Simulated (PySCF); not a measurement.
Species: Nb(CH2)Cl3, CH2Cl3Nb (singlet state).
Cartesian coordinates in Å at the PBE0-D3(BJ)/def2-SVP level; atoms count from 1:
```xyz
7
CH2Cl3Nb angstrom
Nb    -0.037    0.082   -0.703
C      0.192   -0.018    1.158
H     -0.618    0.365    1.801
H      1.042   -0.483    1.677
Cl     2.025   -0.091   -1.640
Cl    -1.313    1.925   -1.095
Cl    -1.291   -1.781   -1.199
```

Computed at PBE0/pcSseg-1 (def2-TZVP on Nb) (PySCF, non-relativistic but for the core potentials past Kr), with Q(35Cl) = −0.0817 b: Cl5, 35Cl (I = 3/2): χzz = -13.86 MHz, η = 0.299; Cl6, 35Cl (I = 3/2): χzz = -15.16 MHz, η = 0.491; Cl7, 35Cl (I = 3/2): χzz = 21.39 MHz, η = 0.920.

Q: Find the zero-field quadrupole resonance frequencies of 35Cl at Cl5.

A: From ν = (|χ|/2)√(1 + η²/3): ν = 7.033 MHz (chlorine bonded to Nb). For 37Cl the ratio of quadrupole moments, 0.7881, gives 5.543 MHz.

Q: Where would the pure quadrupole (NQR) lines of 35Cl at Cl6 fall for the rigid, isolated species?

A: From ν = (|χ|/2)√(1 + η²/3): ν = 7.877 MHz (chlorine bonded to Nb). For 37Cl the ratio of quadrupole moments, 0.7881, gives 6.208 MHz.

Q: Find the zero-field quadrupole resonance frequencies of 35Cl at Cl7.

A: From ν = (|χ|/2)√(1 + η²/3): ν = 12.11 MHz (chlorine bonded to Nb). For 37Cl the ratio of quadrupole moments, 0.7881, gives 9.545 MHz.

In a crystal, neighbours and librations shift these lines. Atoms past krypton carry effective core potentials; spin–orbit coupling is left out. The basis is small and wasn't made for field gradients, so the couplings can be 20 % off.

The run behind these numbers computed NMR shieldings as well. Time: 9.4 s of wall time. Hardware: Arm Neoverse V2, one thread, on a shared host.
